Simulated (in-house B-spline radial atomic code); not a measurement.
**Functionals against ionisation energies along an isoelectronic series: Tb to Er³⁺**

Ionisation energies as differences of self-consistent total energies from an all-electron radial atomic-structure program (B-spline basis): all electrons, radial basis limit, scalar-relativistic (one-electron X2C), spin-polarised at highest spin, spherical densities; exact exchange is averaged over the determinants of each configuration. No spin-orbit coupling, Breit or QED terms. NIST's values run from ground level to ground level, so in open shells the differences also hold multiplet and fine-structure energies that spherical high-spin averages miss. Columns give computed minus NIST, in eV; a star marks a semi-empirical value. Species are left out where the tabulated value is theory, is uncertain by more than 0.12 eV, or (13 ions, such as In⁴⁺, Te⁴⁺ and Bi⁴⁺) lies off its series for all methods alike, which flatters the means a little.

```json
{"species": "Tb", "shell": "6s", "NIST (eV)": "5.86", "LDA VWN5": "+0.20", "TPSS": "-0.16", "PBE0": "-0.14", "wB97X": "+0.17"}
{"species": "Dy⁺", "shell": "6s", "NIST (eV)": "11.65 ± 0.02*", "LDA VWN5": "+0.46", "TPSS": "-0.06", "PBE0": "+0.03", "wB97X": "-0.41"}
{"species": "Ho²⁺", "shell": "4f", "NIST (eV)": "22.79 ± 0.03*", "LDA VWN5": "?", "TPSS": "?", "PBE0": "?", "wB97X": "?"}
{"species": "Er³⁺", "shell": "4f", "NIST (eV)": "42.42 ± 0.04*", "LDA VWN5": "+2.00", "TPSS": "+1.24", "PBE0": "+0.62", "wB97X": "+0.60"}
```

Problem. What are the differences for Ho²⁺ ([Xe] 4f11)?

Solution. LDA VWN5 +2.02; TPSS +1.30; PBE0 +0.47; wB97X +0.48 eV.

Problem. How do the methods rank, and which species is hardest?

Solution. Mean absolute (signed) differences: PBE0 0.31 (+0.25) eV; wB97X 0.42 (+0.21) eV; TPSS 0.69 (+0.58) eV; LDA VWN5 1.17 (+1.17) eV. For Er³⁺, which loses a 4f electron, the nearest method is off by +0.60 eV, the largest such miss.
